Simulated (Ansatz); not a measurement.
Computed with Ansatz on PBE0-D4/def2-TZVP structures; ΔE is electronic, products minus reactants. CCSD(T)/CBS adds triple-zeta CCSD(T) − MP2 to the extrapolated MP2 energy (def2 sets, frozen cores). This one scheme is used for every species, atoms too. DFT in def2-TZVPP. No spin–orbit coupling; open shells (•) take unrestricted orbitals. Spin–orbit coupling would lower the free atoms: a little for C, Si. One conformer a species, not always the lowest.

Consider the atomization: `CN[Si](NC)(NC)NC` → 4 C• + 16 H• + 4 N• + Si•.

`CN[Si](NC)(NC)NC`:

```xyz
25

C    -1.969    1.872    0.720
N    -0.693    1.625    0.092
Si   -0.067    0.097   -0.364
N    -0.881   -0.548   -1.730
C    -0.577   -1.812   -2.361
N    -0.272   -0.901    1.015
C     0.014   -0.561    2.389
N     1.569    0.219   -0.858
C     2.712    0.301    0.018
H    -2.321    0.950    1.188
H    -1.894    2.629    1.510
H    -2.745    2.202    0.017
H    -0.270    2.443   -0.316
H    -1.831   -0.245   -1.874
H     0.483   -2.036   -2.223
H    -0.763   -1.778   -3.439
H    -1.150   -2.659   -1.954
H    -0.434   -1.884    0.864
H     0.932   -1.027    2.771
H    -0.805   -0.848    3.059
H     0.136    0.521    2.472
H     1.749    0.518   -1.803
H     3.018    1.330    0.251
H     3.580   -0.217   -0.406
H     2.479   -0.191    0.964
```

```tsv
level	ΔE (kJ/mol)	difference from CCSD(T)/CBS
PBE0-D4	9468.3	30.3
ωB97X-V	9486.1	48.1
PBE-QIDH	9359.7	-78.3
PBE	9559.8	121.8
revPBE	9214.2	-223.8
BLYP	9330.8	-107.2
r2SCAN0	9273.8	-164.2
MP2/def2-SVP	8908.1	-529.9
CCSD/def2-TZVPP	9043.7	-394.3
HF/def2-QZVPP	6729.9	-2708.1
CCSD(T)/CBS	9438.0	0
```

Largest T1 diagnostic among the species: 0.012.

In def2-TZVPP, CCSD(T) changes the Hartree–Fock value by +2460.2 kJ/mol (the triples alone add +129.4 kJ/mol) and MP2 by +2555.5 kJ/mol; breaking electron pairs costs correlation energy, which Hartree–Fock lacks. Leaving LDA and LC-ωPBE aside and taking each functional with its dispersion term where it has one, the values, not all of them listed here, spread over 399.5 kJ/mol, from BHLYP-D4 to PBE-D4. LDA lies +1228.1 kJ/mol from PBE without D4, its usual overbinding. From r2SCAN to r2SCAN0 (25 % exact exchange), in def2-TZVPP and without D4, ΔE moves by −117.8 kJ/mol: exact exchange takes away binding that semilocal exchange gives to molecules.

For atomizations the MP2-based limit and the directly extrapolated one differ by several kJ/mol either way, and by 10 to 25 for some Ge, Se and Sn compounds, so smaller differences from it don't rank the levels.
